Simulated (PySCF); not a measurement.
H3OSi, SMILES [OH+]=[SiH2], charge +1. The structure is a stationary point at B3LYP-D3(BJ)/def2-TZVP. The isomer is the one that the SMILES or the coordinates give; other isomers of the formula were not compared.

PySCF 2.14.0 with TDA-B3LYP/def2-TZVPD puts the lowest singlet excitations at 5.97, 7.53, 7.71, 8.82, 9.25, 9.78 eV.

Question: What are the lowest excitation roots from ADC(2)/aug-cc-pVDZ run with PySCF? (An estimate is asked for; the answer gives what the named calculation found.)

Answer: 6.28, 7.46, 8.15, 9.18, 9.52, 10.28 eV. S1 differs by 0.31 eV (second minus first; roots are paired by order, and the bases may differ).
